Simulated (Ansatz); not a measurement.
Consider the formal exchange of groups at the Si–C bond: `[SiH3]/C=[CH]\[GaH2]` + `FCS` → `FC([SiH3])S` + `C=[CH][GaH2]`.

Gas-phase electronic energies from Ansatz, PBE0-D4/def2-TZVP geometries. CCSD(T)/CBS is the MP2 limit (def2-TZVPP, def2-QZVPP) plus CCSD(T) − MP2 in def2-TZVPP, frozen cores. Functionals use def2-TZVPP. HSE06 is defined as in plane-wave codes. For Ga outer-core shells are correlated without core-valence functions, which leaves a few kJ/mol of doubt a bond. Scalar relativity is left out up to krypton. One conformer a species, not always the lowest.

Is it downhill or uphill in electronic energy at CCSD(T)/CBS, and by how much? (An estimate is asked.)

The calculation gave: Uphill: ΔE = +0.14 eV.

What do these levels give: PBE-D4, r2SCAN-D4, HSE06-D4, ωB97X-V, B2PLYP, PBE-QIDH, r2SCAN0, HF/def2-SVP, MP2/def2-SVP, CCSD/def2-SVP, HF/def2-TZVPP, HF/CBS(def2)? (An estimate is asked.)

Computed: PBE-D4 0.15, r2SCAN-D4 0.16, HSE06-D4 0.17, ωB97X-V 0.11, B2PLYP 0.10, PBE-QIDH 0.17, r2SCAN0 0.16, HF/def2-SVP 0.03, MP2/def2-SVP 0.08, CCSD/def2-SVP 0.07, HF/def2-TZVPP 0.05, HF/CBS(def2) 0.05 eV.

Largest T1 diagnostic among the species: 0.013.

The D4 term adds +0.04 eV with B3LYP and +0.02 eV with PBE0; it sums over pairs of atoms, weighted by their polarisabilities, and B3LYP, whose exchange is more repulsive, gets the larger term. Leaving LDA and LC-ωPBE aside and taking each functional with its dispersion term where it has one, the values, not all of them listed here, spread over 0.09 eV, from BLYP-D4 to PBE-QIDH. LDA lies +0.09 eV from PBE without D4.

B3LYP here is the variant with VWN-RPA as its local correlation; programs differ in this.
